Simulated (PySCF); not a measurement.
**Question.** Give a PBE0-D3(BJ)/def2-SVP geometry of In(NH3)2H3, `[H][In]([H])([H])(<-[NH3])<-[NH3]`.

**Answer.** 
```
atom  x, y, z in Å
In1    0.0018   -0.0007   -0.0001
N2    -0.0103   -0.0196    2.5456
H3    -0.9586    0.0500    2.9109
H4     0.5226    0.7615    2.9243
H5     0.3982   -0.8772    2.9134
N6     0.0104    0.0199   -2.5453
H7    -0.9381    0.0231   -2.9168
H8     0.4846   -0.7990   -2.9221
H9     0.4852    0.8443   -2.9094
H10    1.7551   -0.0082    0.0073
H11   -0.8690    1.5214    0.0083
H12   -0.8818   -1.5154   -0.0161
```

Orientation and origin are arbitrary. Atoms count from 1 in this order. In1 (indium bonded to 2 N and 3 H) is trigonal bipyramidal (τ5 = (β − α)/60° = 1.00 from the two widest angles, 179.9° and 120.0° (0 for a square pyramid, 1 for a trigonal bipyramid)). N2 (nitrogen bonded to In and 3 H) is tetrahedral (angles from 107.5° to 111.4°).

Bonds between heavy atoms (Å): In1–N2 2.546, In1–N6 2.545.

The calculation used PySCF 2.14.0, PBE0-D3(BJ)/def2-SVP geometry optimisation, gas phase, def2 core potentials past Kr.

Whether it is a minimum is left open (no frequencies).
